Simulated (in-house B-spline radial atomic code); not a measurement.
A radial electron density 4πr²n(r) was computed for an atom or ion in its tabulated ground configuration with a B-spline radial code for spherical atoms; method: Dirac-Hartree-Fock, average of configuration. Columns: r (bohr), 4πr²n(r) (electrons per bohr), bar.

```
  0.0049   0.3011 #
 0.00572   0.4018 #
 0.00667   0.5334 ##
 0.00779   0.7075 ##
 0.00908   0.9309 ###
  0.0106    1.222 ####
  0.0124      1.6 #####
  0.0144    2.054 #######
  0.0168    2.637 #########
  0.0196    3.353 ###########
  0.0229    4.225 ##############
  0.0267     5.24 #################
  0.0312    6.421 #####################
  0.0364    7.714 #########################
  0.0424    9.068 ##############################
  0.0495    10.44 ##################################
  0.0578    11.69 #######################################
  0.0674    12.68 ##########################################
  0.0786    13.27 ############################################
  0.0917    13.34 ############################################
   0.107    12.83 ##########################################
   0.125    11.78 #######################################
   0.146    10.36 ##################################
    0.17    8.903 #############################
   0.198    7.721 #########################
   0.231    7.114 #######################
    0.27    7.253 ########################
   0.315    8.041 ###########################
   0.367    9.129 ##############################
   0.429    10.07 #################################
     0.5    10.38 ##################################
   0.583    9.827 ################################
   0.681    8.406 ############################
   0.794    6.452 #####################
   0.926    4.382 ##############
    1.08    2.596 #########
    1.26    1.316 ####
    1.47   0.5593 ##
    1.72   0.1899 #
       2  0.05356 
    2.34   0.0109
```

Which atom or ion is it?
A. Ne3+
B. Mg2+
C. Mg3+
D. P4+

C. The area under the curve, ∫4πr²n dr = ∫r·4πr²n d(ln r) on this logarithmic grid, is 9 electrons, which only this option has. The configuration is [He] 2s2 2p5.
